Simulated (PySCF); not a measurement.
H2ISi, SMILES [SiH2]I, doublet, PBE0/def2-SVP optimised geometry.

```
4

Si    -0.48    -0.70     0.00
I     -1.28    -1.86     2.00
H     -1.01     0.70     0.00
H      1.01    -0.70     0.00
```

Density from PySCF 2.14.0 with unrestricted PBE0/def2-TZVP, def2 effective core potentials past Kr at that geometry. The core electrons that the potentials of I replace are not part of the density.

Minimum of the electron density along straight lines between bonded atoms, close to the bond critical point (lines longer than 1.1 times the sum of covalent radii, or with two minima, are not listed):

```
bond    length / Å  ρ at the minimum / e bohr⁻³  ∇²ρ there / e bohr⁻⁵  position (fraction from the first atom)
------  ----------  ---------------------------  --------------------  ---------------------------------------
Si1–I2       2.441                        0.080                 -0.04                                     0.35
Si1–H3       1.496                        0.120                  0.14                                     0.49
Si1–H4       1.496                        0.120                  0.14                                     0.49
```
